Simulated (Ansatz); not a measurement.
`[AlH3-][O+]1CCCC1`, relaxed with RKS PBE-D4/def2-SVP in the Gaussian-basis code of Ansatz from a rough embedded geometry. The force threshold is 0.03 eV/Å; the program also tests the step.

Total charge 0; spin multiplicity 1.

Start:

```xyz
17

Al    0.834    0.398    2.168
O     0.040    0.627    0.467
C    -1.084   -0.205    0.310
C    -1.244   -0.484   -1.184
C     0.048   -0.083   -1.795
C     0.937    0.283   -0.588
H     1.348   -1.069    2.368
H     2.136    1.413    2.219
H    -0.179    0.852    3.317
H    -1.960    0.223    0.806
H    -0.892   -1.228    0.801
H    -1.560   -1.481   -1.394
H    -2.067    0.334   -1.558
H    -0.035    0.828   -2.443
H     0.470   -0.943   -2.334
H     1.623    1.145   -0.820
H     1.586   -0.608   -0.341
```

| step | energy (eV) | largest force (eV/Å) | largest move (Å) |
| --- | --- | --- | --- |
| 1 | -12951.5663 | 4.875 | 0.000 |
| 2 | -12952.3854 | 1.410 | 0.195 |
| 3 | -12952.4831 | 0.266 | 0.072 |
| 4 | -12952.4999 | 0.186 | 0.167 |
| 5 | -12952.5116 | 0.140 | 0.065 |
| 6 | -12952.5150 | 0.149 | 0.060 |
| 7 | -12952.5173 | 0.091 | 0.070 |
| 8 | -12952.5179 | 0.042 | 0.053 |
| 9 | -12952.5181 | 0.027 | 0.016 |

End:

```xyz
17

Al    0.911    0.606    2.348
O     0.140    0.365    0.513
C    -1.048   -0.445    0.321
C    -1.327   -0.345   -1.184
C     0.054   -0.001   -1.811
C     1.009    0.082   -0.614
H     1.415   -0.911    2.620
H     2.041    1.704    1.998
H    -0.428    1.078    3.116
H    -1.832   -0.028    0.979
H    -0.820   -1.487    0.640
H    -1.749   -1.291   -1.573
H    -2.060    0.457   -1.393
H     0.009    0.968   -2.345
H     0.395   -0.765   -2.536
H     1.756    0.895   -0.656
H     1.532   -0.883   -0.422
```

Run time 12 s (4 threads of an Intel Xeon 6975P-C on a shared host); peak host memory 0.22 GiB.
